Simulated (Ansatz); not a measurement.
A nudged elastic band was laid between two geometries of H3SbTe (5 atoms, charge 0, multiplicity 1).

Theory: RKS CAM-B3LYP-D4/def2-SVP (Ansatz 0.2.0).

```
movable images  : 7
climbing image  : yes
spring          : 5.0 eV/Å²
optimiser       : quadratic models (default)
start path      : IDPP
force threshold : 0.05 eV/Å
iteration limit : 33
end points      : relaxed
```

First end point:

```xyz
5
Properties=species:S:1:pos:R:3
Sb -0.749 -0.997 -0.531
Te 0.191 1.579 -0.995
H -1.208 -0.699 1.090
H 0.764 -1.618 -0.029
H 1.052 1.661 0.424
```

Last end point:

```xyz
5
Properties=species:S:1:pos:R:3
Sb -0.613 -0.752 -0.491
Te 0.931 1.358 0.445
H -1.388 -1.010 1.014
H 0.567 -1.934 -0.112
H 0.552 2.265 -0.896
```

Which bonds break or form, and what moves?

No bond is made or broken. The dihedral H3–Sb1–Te2–H5 goes from 46 to -134°.

What energy profile does the band end with?

The forces met the threshold. The highest image is number 3 of 0 to 8, 0.082 eV above the first end and 0.114 eV above the last; the last end lies 0.032 eV below the first. A vibrational analysis at the climbing image gives one clearly imaginary mode, 182i cm⁻¹: a first-order saddle point.

| image | path coordinate (Å) | energy (eV) | dihedral H3–Sb1–Te2–H5 (°) |
| --- | --- | --- | --- |
| 0 | 0.00 | 0.000 | 46 |
| 1 | 0.46 | 0.018 | 23 |
| 2 | 0.91 | 0.058 | -2 |
| 3 | 1.37 | 0.082 | -27 |
| 4 | 1.75 | 0.071 | -49 |
| 5 | 2.13 | 0.036 | -70 |
| 6 | 2.51 | -0.001 | -90 |
| 7 | 2.90 | -0.025 | -112 |
| 8 | 3.28 | -0.032 | -134 |

What is the geometry of the highest image?


```xyz
5
Properties=species:S:1:pos:R:3
Sb -0.859 -0.819 -0.482
Te 0.882 1.344 -0.886
H -0.792 -0.660 1.221
H 0.404 -1.977 -0.443
H 0.415 2.038 0.548
```

What are the harmonic wavenumbers there?

182i, 190, 507, 576, 624, 851, 1968, 1985, 2167 cm⁻¹.

Time of the run: 3.9 min on 1 thread of Intel(R) Xeon(R) Platinum 8259CL CPU @ 2.50GHz (Skylake/Cascade Lake), with other jobs on the host, peak memory 0.19 GiB.
